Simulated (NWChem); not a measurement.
System: GaCl2 cation; SMILES [Cl][Ga+][Cl]

The following NWChem deck was run.

```
start job
memory heap 200 mb stack 900 mb global 1100 mb
charge 1
geometry units angstroms
  Ga     0.000172     0.000046     0.000311
  Cl     1.482478     0.361491    -1.398822
  Cl    -1.482478    -0.361491     1.398822
end
basis spherical
  * library def2-svp
end
dft
  xc pbe0
  iterations 150
end
driver
  maxiter 120
end
task dft optimize
task dft freq
```

The level has its own optimisation; frequencies are unscaled.

Q: What results follow from this input? (PBE0/def2-SVP.) Quantities: r Cl–Ga (Å); highest harmonic frequency (cm⁻¹); lowest (cm⁻¹); zero-point energy (kcal/mol).

A: 
- r Cl–Ga (Å) = 2.041
- highest harmonic frequency (cm⁻¹) = 599
- lowest (cm⁻¹) = 116
- zero-point energy (kcal/mol) = 1.8
